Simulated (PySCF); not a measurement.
This PySCF input asks for the NMR shieldings of `[BH3-][O+]1CC[C@@H](CC)[C@H]1F`, C6H14BFO; the geometry comes from GFN2-xTB.

```python
import basis_set_exchange as bse
import numpy as np
from pyscf import gto, dft
from pyscf.prop import nmr

atoms = """
B     2.922712   -0.805067   -0.150218
O     1.771806    0.396589   -0.275771
C     1.329259    0.911201    0.996339
C    -0.198296    0.892056    0.962953
C    -0.491184   -0.200612   -0.070090
C    -1.869471   -0.133324   -0.720479
C    -2.985875   -0.413560    0.278165
C     0.663824    0.042521   -1.042063
F     0.369782    1.119163   -1.854284
H     3.768438   -0.299195    0.503573
H     3.233805   -1.016638   -1.272002
H     2.370514   -1.718400    0.382592
H     1.745427    1.914049    1.116997
H     1.725797    0.257388    1.775849
H    -0.619563    0.676491    1.941297
H    -0.594305    1.844215    0.605719
H    -0.337491   -1.187148    0.377838
H    -1.909983   -0.868427   -1.527345
H    -2.010731    0.854059   -1.163647
H    -3.006871    0.341898    1.059230
H    -2.848872   -1.387056    0.743044
H    -3.947561   -0.407327   -0.227933
H     0.914088   -0.785891   -1.708923
"""
names = dict.fromkeys(["B", "O", "C", "F", "H"], "pcSseg-1")
basis = {el: gto.basis.parse(bse.get_basis(n, elements=[el], fmt="nwchem")) for el, n in names.items()}
mol = gto.M(atom=atoms, basis=basis, charge=0, verbose=0)
mf = dft.RKS(mol, xc="PBE0")
mf.grids.level = 2
mf.grids.alignment = dft.numint.BLKSIZE   # the property module wants whole blocks of grid points
mf.conv_tol = 1e-9
mf.kernel()

calc = nmr.RKS(mf)   # GIAO
C = mf.mo_coeff
Co = C[:, mf.mo_occ > 0]
resp = mf.gen_response(singlet=True, hermi=2)
def vind(x):   # induced exchange potential for any number of trial vectors
    d = np.einsum("pi,xij,qj->xpq", C, 2 * x.reshape(-1, C.shape[1], Co.shape[1]), Co, optimize=True)
    return np.einsum("xpq,pi,qj->xij", resp(d - d.transpose(0, 2, 1)), C, Co, optimize=True).ravel()
mo1, _ = nmr.rhf.solve_mo1(calc, with_cphf=vind)
sigma = calc.kernel(mo1)
for i, s in enumerate(sigma):   # ppm
    w = np.linalg.eigvalsh((s + s.T) / 2)
    print("%2d %-2s iso %8.1f  s11 %8.1f  s22 %8.1f  s33 %8.1f" % (i, mol.atom_pure_symbol(i), w.mean(), *w))
```

Problem. What are the results?

Solution. 
```
 0 B  iso     98.1  s11     64.3  s22     78.0  s33    152.2
 1 O  iso    247.6  s11    190.3  s22    226.8  s33    325.6
 2 C  iso    105.9  s11     54.4  s22     92.6  s33    170.7
 3 C  iso    155.2  s11    130.6  s22    159.8  s33    175.3
 4 C  iso    139.5  s11    113.9  s22    143.3  s33    161.2
 5 C  iso    162.0  s11    151.4  s22    162.2  s33    172.3
 6 C  iso    172.3  s11    162.1  s22    167.7  s33    187.1
 7 C  iso     63.0  s11     43.3  s22     60.7  s33     84.9
 8 F  iso    329.1  s11    226.8  s22    338.9  s33    421.6
 9 H  iso     28.5  s11     25.0  s22     25.9  s33     34.5
10 H  iso     28.4  s11     25.1  s22     25.6  s33     34.5
11 H  iso     28.7  s11     24.4  s22     25.9  s33     35.7
12 H  iso     27.0  s11     22.4  s22     25.9  s33     32.8
13 H  iso     27.4  s11     22.1  s22     27.9  s33     32.3
14 H  iso     29.6  s11     24.8  s22     28.5  s33     35.5
15 H  iso     29.9  s11     25.9  s22     28.5  s33     35.3
16 H  iso     29.6  s11     25.6  s22     29.6  s33     33.5
17 H  iso     30.0  s11     24.2  s22     29.4  s33     36.3
18 H  iso     30.3  s11     24.9  s22     31.0  s33     34.9
19 H  iso     30.8  s11     25.7  s22     30.5  s33     36.1
20 H  iso     30.8  s11     26.4  s22     28.8  s33     37.2
21 H  iso     30.4  s11     25.5  s22     27.3  s33     38.3
22 H  iso     25.8  s11     22.5  s22     25.9  s33     29.0
```

These numbers come from an equivalent density-fitted implementation of the same equations, which agrees with the script to about 0.01 ppm for H and up to a few tenths of a ppm for heavy atoms, so last digits may differ.

Size and cost of the density-fitted run: 223 basis functions, 91 s wall time on 1 thread of an Arm Neoverse N1, shared host; peak memory 1.1 GiB.
